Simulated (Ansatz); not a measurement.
Basis-set extrapolation for F2H6N2OSi2, SMILES `N[SiH](O)[Si](N)(F)F` (PBE0-D4/def2-TZVP geometry, frozen core, Ansatz). Multiplicity 1, RHF reference.

```tsv
	def2-TZVPP	def2-QZVPP
HF	-964.468956	-964.506842
MP2 correlation	-1.397252	-1.517040
CCSD(T) correlation	-1.478469	not run
```

Energies in hartree. Use E(X) = E(∞) + A·exp(−7.88·√X) for Hartree–Fock and E(X) = E(∞) + B·X^(−2.97) for correlation, with X = 3 and 4, and add CCSD(T) minus MP2 of the smaller set to the MP2 limit.

Problem. What is the CCSD(T) energy at the basis-set limit?

Solution. HF limit: -964.506842 + (-0.037886) × 0.13774 = -964.51206. MP2 limit: -1.517040 + (-0.119788) × 0.74074 = -1.60577. Higher-order term: -1.478469 − (-1.397252) = -0.08122. Total: -966.19905 hartree, 157.9 kcal/mol below CCSD(T)/def2-TZVPP.
